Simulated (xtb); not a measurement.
xtb input (GFN2-xTB):

```bash
xtb mol.xyz --gfn 2 --ohess tight --chrg -1 --uhf 0
```
mol.xyz:
```
6

Si    -0.60123890    -0.61209969    -0.11626216
O     -0.90947418     1.02282680    -0.55665494
O      0.98733093    -0.98499151    -0.60250479
H     -0.73334501    -0.78483232     1.34621563
H     -0.37564563     1.59326684     0.00889989
H      1.60322322    -0.34568206     0.01176782
```

End of the output:

```
   ------------------------------------------------------------------------
       1    222.30    -0.57848 ( 99.74%)    -0.61416 (  0.26%)    -0.57857
   ------------------------------------------------------------------------

   temp. (K)  partition function   enthalpy   heat capacity  entropy
                                   cal/mol     cal/K/mol   cal/K/mol   J/K/mol
 298.15  VIB   2.89                 1214.781      9.931      6.185
         ROT  0.270E+05              888.752      2.981     23.257
         INT  0.780E+05             2103.533     12.912     29.442
         TR   0.485E+27             1481.254      4.968     38.328
         TOT                        3584.7874    17.8805    67.7705   283.5517

       T/K    H(0)-H(T)+PV         H(T)/Eh          T*S/Eh         G(T)/Eh
   ------------------------------------------------------------------------
    298.15    0.571272E-02    0.360077E-01    0.321999E-01    0.380776E-02
   ------------------------------------------------------------------------

         :::::::::::::::::::::::::::::::::::::::::::::::::::::
         ::                  THERMODYNAMIC                  ::
         :::::::::::::::::::::::::::::::::::::::::::::::::::::
         :: total free energy         -11.579934529150 Eh   ::
         ::.................................................::
         :: total energy              -11.583742288888 Eh   ::
         :: zero point energy           0.030294983992 Eh   ::
         :: G(RRHO) w/o ZPVE           -0.026487224254 Eh   ::
         :: G(RRHO) contrib.            0.003807759738 Eh   ::
         :::::::::::::::::::::::::::::::::::::::::::::::::::::

optimized geometry written to: xtbopt.xyz

           -------------------------------------------------
          | TOTAL ENERGY              -11.583742288888 Eh   |
          | TOTAL ENTHALPY            -11.547734582556 Eh   |
          | TOTAL FREE ENERGY         -11.579934529150 Eh   |
          | GRADIENT NORM               0.000217327366 Eh/α |
          | HOMO-LUMO GAP               4.186467461900 eV   |
           -------------------------------------------------

------------------------------------------------------------------------
------------------------------------------------------------------------
 total:
 SCF:
 ANC optimizer:
 analytical hessian:
Note: The following floating-point exceptions are signalling: IEEE_DENORMAL
normal termination of xtb
```

It need not be the lowest isomer of its formula. Whether it binds its extra electron was not tested at this geometry.
